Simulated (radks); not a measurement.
The numbers below are computed, except where a source is named.
All-electron atom: Re in [Xe] 4f14 5d5 6s2.

Code: a radial shooting solver on a logarithmic mesh with Libxc functionals. Model: Dirac Kohn-Sham, PBE, spin-unpolarised, spherical densities, point nucleus; open shells are shared between the two j in proportion to 2j + 1.

Energy parts (Ry):
| part | energy |
|---|---|
| total | -33435.5554 |
| kinetic | 37821.3909 |
| electron-nucleus | -83658.5361 |
| Hartree | 13067.4096 |
| exchange-correlation | -665.8197 |

Orbitals (lengths in bohr, moments of r in powers of bohr; r(max) is where P^2 peaks):
orbital  occ.  eigenvalue (Ry)   r(max)      <r>
1s1/2       2        -5259.800  0.01123  0.01803
2s1/2       2        -911.2836  0.06471  0.07557
2p1/2       2        -871.8492  0.04802  0.06246
2p3/2       4        -766.0216  0.05496  0.07054
3s1/2       2        -210.9619   0.1822   0.1969
3p1/2       2        -193.3868   0.1705   0.1870
3p3/2       4        -170.4042   0.1847   0.2019
3d3/2       4        -140.9406   0.1445   0.1765
3d5/2       6        -135.9527   0.1485   0.1811
4s1/2       2        -44.02351   0.4130   0.4404
4p1/2       2        -36.69491   0.4125   0.4450
4p3/2       4        -31.33365   0.4423   0.4784
4d3/2       4        -19.31640   0.4382   0.4934
4d5/2       6        -18.32601   0.4476   0.5048
5s1/2       2         -6.25121   0.9384    1.037
5p1/2       2         -4.03797    1.003    1.137
5p3/2       4         -3.23098    1.086    1.240
4f5/2       6         -3.20393   0.4144   0.5761
4f7/2       8         -3.01934   0.4193   0.5849
6s1/2       2         -0.43727    2.563    3.072
5d3/2       2         -0.43443    1.395    1.881
5d5/2       3         -0.36959    1.441    1.972

The highest occupied level is 5d5/2 at -5.029 eV. Summed over all electrons, <r^2> = 68.28 bohr^2, which gives a Langevin (diamagnetic) susceptibility term of -54.1 x 10^-6 cm^3/mol. The density falls to 0.001 e/bohr^3 at r = 4.70 bohr. For comparison, the ionisation energy in NIST's Atomic Spectra Database is 7.834 eV (measured). In exact Kohn-Sham theory the highest level is minus the ionisation energy, but local and semilocal functionals leave it too shallow, through self-interaction and a potential that decays too fast; potentials with the right tail come closer.

Beside tabulated values, note that spin-unpolarised runs miss the spin-polarisation part of the exchange energy of open shells.
